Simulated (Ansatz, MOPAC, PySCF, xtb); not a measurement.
Torsion H4–S1–Sn2–Cl3 in ClHSSn (SMILES [SH][Sn][Cl]); at each angle all else is relaxed with GFN2-xTB, and the levels are single points there.
Geometry at 0° (charge 0, multiplicity 1):
```xyz
4

S     -1.400     0.373     0.428
Sn     0.854     1.107    -0.223
Cl     1.290    -0.526    -1.892
H     -1.498    -0.650    -0.405
```
Energies count from the point at 0°.

Correlated levels freeze the cores. Filled d and f shells under p-block atoms count as core. CBS: X⁻³ extrapolation of the correlation energy, Hartree–Fock from the larger set. The state that AM1 reach isn't checked.

Codes used: Ansatz (Gaussian orbitals); MOPAC for AM1 (differences of heats of formation); PySCF for the dispersion terms; xtb for the GFN methods.  In def2 rows elements past Kr take small-core potentials, without spin–orbit coupling.

Energies in kJ/mol.

| dihedral (°) | AM1 | GFN1-xTB | BLYP-D4/def2-TZVPP | SCS-MP2/def2-QZVPP | CCSD(T)/CBS(def2-TZVPP, def2-QZVPP) |
|---|---|---|---|---|---|
| 0 | 0.0 | 0.0 | 0.0 | 0.0 | 0.0 |
| 30 | 6.0 | 5.2 | 7.1 | 6.8 | 6.8 |
| 60 | 18.6 | 16.5 | 23.4 | 21.9 | 21.7 |
| 90 | 25.7 | 22.9 | 34.1 | 30.9 | 30.5 |
| 120 | 20.5 | 17.2 | 25.3 | 23.7 | 23.5 |
| 150 | 9.9 | 6.1 | 9.2 | 8.6 | 8.7 |
| 180 | 4.9 | 0.8 | 1.8 | 1.1 | 1.4 |
| 210 | 9.9 | 6.1 | 9.2 | 8.6 | 8.7 |
| 240 | 20.5 | 17.2 | 25.3 | 23.7 | 23.5 |
| 270 | 25.7 | 22.9 | 34.1 | 30.9 | 30.5 |
| 300 | 18.6 | 16.5 | 23.4 | 21.9 | 21.7 |
| 330 | 6.0 | 5.2 | 7.1 | 6.8 | 6.8 |

Ansatz is a first-principles code.
